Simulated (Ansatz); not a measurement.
Cost and result up the ladder for SnHMe2(NMe2) (C₄H₁₃NSn) (19 atoms). The state is a singlet with charge 0. Geometry: PBE-D4/def2-SVP.

```tsv
atom	x (Å)	y (Å)	z (Å)
C1	1.948	-1.285	-0.775
C2	0.936	0.011	2.404
C3	-1.982	-0.069	-1.306
C4	-0.711	1.783	-0.423
N5	-1.122	0.407	-0.245
Sn6	0.266	-0.916	0.564
H7	-0.651	-2.366	0.829
H8	2.647	-2.009	-0.313
H9	2.486	-0.336	-0.965
H10	1.588	-1.696	-1.737
H11	1.665	0.815	2.186
H12	1.419	-0.743	3.055
H13	0.065	0.442	2.934
H14	-2.911	0.550	-1.366
H15	-2.303	-1.114	-1.115
H16	-1.522	-0.040	-2.331
H17	-0.087	2.125	0.430
H18	-0.129	1.980	-1.364
H19	-1.601	2.458	-0.462
```

Ansatz on 4 threads of Arm Neoverse V2 on a shared host. Times are rough, and most runs start from the orbitals of an earlier one. ωB97M-V/def2-TZVP serves as the yardstick here, not as an exact answer. Differences are given only for rows in sets of like size (and for xTB, whose basis is part of the method), since another set adds its own error. Binding counts from free atoms at the same level (C triplet, N quartet, Sn triplet, H doublet; other spins of the atoms weren't run), without zero-point energy or a counterpoise term.

In the def2 sets Sn takes a core potential; there is no spin–orbit coupling. Correlated methods freeze 9 core orbitals; core or outer-core shells of Sn are correlated, in sets that lack core-valence functions. The rows differ in basis, and correlated rows in double-zeta sets carry the largest basis error. Another isomer (singlet) lies 0.19 eV lower at PBE0-D4/def2-TZVP; other spin states weren't run for this one.

Correlated methods converge slowly with the basis, most of all in double-zeta sets.

```csv
level,functions,binding energy per atom (eV),difference from ωB97M-V/def2-TZVP (eV)
CCSD(T)/def2-SVP,161,3.51,–
PBE0-D4/def2-SVP,161,3.70,–
PBE-D4/def2-TZVP (with forces),283,3.73,0.05
revPBE-D4/def2-TZVP,283,3.66,-0.03
PBE-D4/def2-SVP,161,3.75,–
MP2/def2-TZVP,283,3.56,-0.12
BHLYP-D4/def2-TZVP,283,3.60,-0.09
ωB97M-V/def2-TZVP,283,3.68,0.00
r2SCAN-D4/def2-TZVP,283,3.67,-0.01
PBE0-D4/def2-TZVP,283,3.69,0.00
```

Question: Estimate how long each takes.

Answer: PBE-D4/def2-SVP 1.9 s; PBE0-D4/def2-SVP 2.5 s; revPBE-D4/def2-TZVP 3.3 s; PBE-D4/def2-TZVP (with forces) 4.1 s; PBE0-D4/def2-TZVP 5.5 s; BHLYP-D4/def2-TZVP 6 s; MP2/def2-TZVP 6.5 s; r2SCAN-D4/def2-TZVP 7 s; ωB97M-V/def2-TZVP 16 s; CCSD(T)/def2-SVP 68 s. On shared hardware such times vary by a factor of up to 3.
